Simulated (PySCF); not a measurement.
C₃H₇BF₂O. Atoms are numbered in the order given.

```xyz
14

C     -1.9708     0.8717     0.1008
C     -1.0418     0.3475     1.1948
C      0.0588    -0.5688     0.6584
F     -0.5319    -1.7108     0.1135
B      1.0096     0.1182    -0.4196
O      1.5391     1.3515    -0.2605
F      1.3354    -0.5320    -1.5285
H     -2.4068     0.0310    -0.4589
H     -2.7939     1.4691     0.5209
H     -1.4257     1.5080    -0.6168
H     -0.5693     1.1859     1.7406
H     -1.6207    -0.2107     1.9495
H      0.6854    -0.9041     1.5104
H      1.2618     1.8010     0.5463
```

Geometry: B3LYP-D3(BJ)/def2-SVP. The structure was generated by enumeration; whether it is a known compound was not checked. Other conformers were not sampled.

Computed with PBE/pcSseg-1 in PySCF.

GIAO shieldings, no solvent; atoms listed in one row are averaged. δ = σ(ref) − σ: ¹³C against TMS (σ = 182.0 ppm); ¹⁹F against CFCl3 (σ = 133.6 ppm); ¹¹B against BF3 (σ = 83.9 ppm); ¹⁷O against H2O (σ = 334.3 ppm); ¹H against TMS (σ = 31.49 ppm), references at their B3LYP-D3(BJ)/def2-TZVP geometries, non-relativistic.

```json
[
 {"nucleus": "¹³C", "atoms": "C3", "count": "1", "δ (ppm)": "90.2"},
 {"nucleus": "¹³C", "atoms": "C2", "count": "1", "δ (ppm)": "34.0"},
 {"nucleus": "¹³C", "atoms": "C1", "count": "1", "δ (ppm)": "14.0"},
 {"nucleus": "¹⁹F", "atoms": "F7", "count": "1", "δ (ppm)": "-103.1"},
 {"nucleus": "¹⁹F", "atoms": "F4", "count": "1", "δ (ppm)": "-283.5"},
 {"nucleus": "¹¹B", "atoms": "B5", "count": "1", "δ (ppm)": "17.5"},
 {"nucleus": "¹⁷O", "atoms": "O6", "count": "1", "δ (ppm)": "147.1"},
 {"nucleus": "¹H", "atoms": "H13", "count": "1", "δ (ppm)": "4.92"},
 {"nucleus": "¹H", "atoms": "H14", "count": "1", "δ (ppm)": "4.41"},
 {"nucleus": "¹H", "atoms": "H12", "count": "1", "δ (ppm)": "2.43"},
 {"nucleus": "¹H", "atoms": "H11", "count": "1", "δ (ppm)": "1.42"},
 {"nucleus": "¹H", "atoms": "H8, H9, H10", "count": "3", "δ (ppm)": "1.33"}
]
```
